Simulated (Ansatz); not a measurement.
Cost and result up the ladder for Rb8Cl8 (started as a model of: 2x2x4 RbCl rock-salt block) (16 atoms). The state is a singlet with charge 0. Geometry: r2SCAN-D4/def2-SVP.

```xyz
16

Rb    1.704    4.912   -0.845
Cl   -0.091    2.738    0.596
Rb   -1.885    0.488    2.022
Cl   -3.617   -1.817    3.375
Cl    4.235    3.084   -0.577
Rb    2.528    0.832    0.893
Cl    0.730   -1.427    2.300
Rb   -1.086   -3.645    3.644
Cl    1.088    3.647   -3.646
Rb   -0.749    1.418   -2.303
Cl   -2.526   -0.844   -0.875
Rb   -4.234   -3.081    0.574
Rb    3.616    1.814   -3.374
Cl    1.887   -0.467   -2.020
Rb    0.106   -2.738   -0.611
Cl   -1.706   -4.914    0.847
```

Ansatz on 4 threads of AMD EPYC 9R45 on a shared host. Times are rough, and most runs start from the orbitals of an earlier one. PBE0-D4/def2-SVP serves as the yardstick here, not as an exact answer. Binding counts from free atoms at the same level (Rb doublet, Cl doublet; other spins of the atoms weren't run), without zero-point energy or a counterpoise term.

In the def2 sets Rb takes a core potential; there is no spin–orbit coupling. Correlated methods freeze 40 core orbitals; core or outer-core shells of Rb are correlated, in sets that lack core-valence functions.

Correlated methods converge slowly with the basis, most of all in double-zeta sets.

```json
{"level": "PBE-D4/def2-SVP (with forces)", "functions": "336", "wall time": "8 s", "binding energy per atom (eV)": "2.98", "difference from PBE0-D4/def2-SVP (eV)": "0.00"}
{"level": "MP2/def2-SVP", "functions": "336", "wall time": "10 s", "binding energy per atom (eV)": "2.82", "difference from PBE0-D4/def2-SVP (eV)": "-0.16"}
{"level": "PBE0-D4/def2-SVP (with forces)", "functions": "336", "wall time": "14 s", "binding energy per atom (eV)": "2.98", "difference from PBE0-D4/def2-SVP (eV)": "0.00"}
{"level": "r2SCAN-D4/def2-SVP", "functions": "336", "wall time": "16 s", "binding energy per atom (eV)": "3.04", "difference from PBE0-D4/def2-SVP (eV)": "0.06"}
{"level": "RPA@PBE/def2-SVP", "functions": "336", "wall time": "17 s", "binding energy per atom (eV)": "2.50", "difference from PBE0-D4/def2-SVP (eV)": "-0.47"}
```
